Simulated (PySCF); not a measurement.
Al(H)(OH)(PH2) (AlH₄OP), SMILES [OH][AlH][PH2].

Coordinates come from a PBE0-D3(BJ)/def2-TZVP optimisation. The values are those of a single conformer.

Computed with PBE0-D3(BJ)/def2-TZVP (PySCF).

Frequencies are harmonic and unscaled.

Q: List the normal modes with their intensities. (An estimate is asked for; the answer gives what the named calculation found.)

A: 
| mode | ν (cm⁻¹) | IR (km/mol) | moving atoms (share of kinetic energy) |
|---|---|---|---|
| 1 | 118 | 4.9 | H 80 %, O 8 % |
| 2 | 161 | 4.7 | O 41 %, Al 23 %, H 20 %, P 16 % |
| 3 | 331 | 10.7 | H 93 % |
| 4 | 411 | 23.3 | Al 36 %, P 32 %, H 29 % |
| 5 | 431 | 147.9 | H 76 %, P 11 % |
| 6 | 530 | 188.0 | H 93 % |
| 7 | 566 | 56.5 | H 80 %, Al 10 %, P 9 % |
| 8 | 642 | 57.8 | H 87 % |
| 9 | 701 | 98.7 | H 74 %, O 22 % |
| 10 | 864 | 159.8 | O 44 %, Al 41 %, H 15 % |
| 11 | 1086 | 16.5 | H 97 % |
| 12 | 1919 | 218.8 | H 96 % |
| 13 | 2398 | 23.5 | H 97 % |
| 14 | 2413 | 28.8 | H 97 % |
| 15 | 3956 | 86.6 | H 94 % |
